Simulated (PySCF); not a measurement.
C5H3F3O2.
Geometry (PBE0-D3(BJ)/def2-SVP, Å), atoms numbered from 1 in this order:
```
atom  x, y, z in Å
O1     2.0131    1.3443   -1.1322
C2     1.6013    0.5338   -0.3762
O3     2.2028    0.0016    0.7143
C4     1.0372   -0.7737    1.0684
C5     0.3105   -0.2895   -0.1970
C6    -0.9462    0.4645   -0.0459
F7    -0.9368    1.4174    0.8897
C8    -2.0543    0.2780   -0.7638
F9    -2.1545   -0.6342   -1.6995
F10   -3.1503    0.9684   -0.6217
H11    1.2680   -1.8463    1.1189
H12    0.6050   -0.4209    2.0149
H13    0.2133   -1.0498   -0.9839
```

Jobs on this species (13 atoms, 76 electrons) with PySCF (density fitting). Hardware of each: one thread, Intel Xeon at 2.50 GHz (x86_64), on a shared host. The host was shared with other jobs, so the times are rough. Peak memory is the resident size of the whole Python process, interpreter and libraries included.

Problem. Rank these jobs by wall time, shortest first.
A. CAM-B3LYP/def2-SVPD, IEF-PCM chloroform; 6 singlets by full TDDFT, polarisability; 239 basis functions
B. PBE0/pcSseg-1, IEF-PCM benzene; shieldings, ring-centre shieldings, charges and field gradients; 185 basis functions
C. PBE0-D3(BJ)/def2-SVP, grid level 1; geometry optimisation from a GFN2-xTB start shaken at random; 155 basis functions

Solution. B (77 s), A (2.4 min), C (5.5 min).

All jobs:

| level and settings | work | basis functions | SCF cycles | wall time | peak memory |
| --- | --- | --- | --- | --- | --- |
| PBE0/pcSseg-1, IEF-PCM chloroform | shieldings, ring-centre shieldings | 185 | 14 | 73 s | 0.96 GiB |
| PBE0/pcSseg-1, IEF-PCM benzene | shieldings, ring-centre shieldings, charges and field gradients | 185 | 15 | 77 s | 0.96 GiB |
| CAM-B3LYP/def2-SVPD, IEF-PCM benzene | 6 singlets by full TDDFT, polarisability | 239 | 14 | 2.3 min | 1.2 GiB |
| CAM-B3LYP/def2-SVPD, IEF-PCM chloroform | 6 singlets by full TDDFT, polarisability | 239 | 14 | 2.4 min | 1.2 GiB |
| CAM-B3LYP/def2-SVPD | 6 singlets by full TDDFT, polarisability, dynamic polarisability | 239 | 15 | 2.8 min | 1.2 GiB |
| PBE0-D3(BJ)/def2-SVP, grid level 1 | geometry optimisation from a GFN2-xTB start shaken at random | 155 | 85 | 5.5 min | 0.63 GiB |

Problem. What do all jobs in the table cost together?

Solution. About 16 min; the longest takes about 35 % of that, and about 4.5 times as long as the shortest.
